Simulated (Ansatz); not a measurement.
`c1sc(-c2sc(-c3sc(-c4scc5c4OCCO5)c4c3OCCO4)c3c2OCCO3)c2c1OCCO2`. The state is a singlet with charge 0. Geometry PBE-D4/def2-SVP, basis def2-SVP, Ansatz.

```xyz
54

C    -5.509    3.662   -2.146
S    -4.340    2.391   -2.292
C    -3.385    2.994   -0.945
C    -2.178    2.326   -0.531
S    -2.061    0.571   -0.573
C    -0.399    0.581    0.003
C     0.372   -0.615    0.168
S     2.050   -0.601    0.695
C     2.174   -2.354    0.632
C     3.404   -3.024    0.972
S     4.413   -2.475    2.302
C     5.589   -3.721    2.038
C     5.219   -4.540    0.988
C     3.982   -4.141    0.374
O     3.471   -4.774   -0.721
C     4.038   -6.071   -0.902
C     5.555   -6.026   -0.764
O     5.943   -5.612    0.548
C     0.968   -2.908    0.207
C    -0.034   -1.931   -0.063
O    -1.292   -2.255   -0.488
C    -1.599   -3.635   -0.267
C    -0.432   -4.523   -0.683
O     0.729   -4.247    0.101
C     0.005    1.897    0.236
C    -0.983    2.878   -0.073
O    -0.737    4.216    0.025
C     0.406    4.493    0.835
C     1.577    3.593    0.461
O     1.254    2.218    0.690
C    -3.973    4.149   -0.433
C    -5.173    4.531   -1.125
O    -5.898    5.637   -0.779
C    -5.559    6.126    0.521
C    -4.049    6.150    0.724
O    -3.503    4.834    0.649
H    -6.383    3.714   -2.805
H     6.493   -3.793    2.653
H     3.611   -6.780   -0.156
H     3.748   -6.406   -1.918
H     5.979   -5.329   -1.524
H     5.994   -7.031   -0.922
H    -2.501   -3.859   -0.869
H    -1.835   -3.801    0.809
H    -0.206   -4.368   -1.763
H    -0.678   -5.591   -0.521
H     0.151    4.353    1.911
H     0.663    5.558    0.667
H     1.843    3.744   -0.611
H     2.465    3.818    1.084
H    -5.983    7.146    0.596
H    -6.030    5.486    1.303
H    -3.574    6.803   -0.045
H    -3.796    6.543    1.728
```

| run | HOMO (eV) | LUMO (eV) |
| --- | --- | --- |
| A | -4.05 | -1.94 |
| B | -6.93 | 0.29 |
| C | -3.85 | -1.89 |
| D | -4.75 | -1.41 |
| E | -3.61 | -1.67 |

LC-ωPBE has ω = 0.4 bohr⁻¹. Single mean-field runs in def2-SVP are fitted with def2-universal-jkfit.

Question: The runs used BLYP, LC-ωPBE, PBE, PBE0, r2SCAN. Estimate which is which.

Answer: A r2SCAN (0 % exact exchange); B LC-ωPBE (range-separated); C PBE (0 % exact exchange); D PBE0 (25 % exact exchange); E BLYP (0 % exact exchange). Exact exchange lowers occupied and raises empty levels; among semilocal functionals meta-GGAs tend to open the gap a little, and such runs are hard to tell apart. The gap grows from 1.95 eV (BLYP) to 7.22 eV (LC-ωPBE).
